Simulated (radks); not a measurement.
Q: Valence configurations of N (all share [He]). All-electron calculation, non-relativistic Kohn-Sham, PBE, spin-unpolarised, spherical densities, point nucleus. Program: a radial shooting solver on a logarithmic mesh with Libxc functionals. Order these by energy: 2p5; 2s1.5 2p3.5; 2s2 2p3; 2s1 2p4; 2s0.5 2p4.5.

A: From the lowest, in eV above it: 2s2 2p3 0.000; 2s1.5 2p3.5 5.735; 2s1 2p4 11.477; 2s0.5 2p4.5 17.226; 2p5 22.980. NIST lists [He] 2s2 2p3 as the ground configuration; this level of theory agrees among the configurations tried. The energies are those of spherical spin-averaged densities, not of single terms.
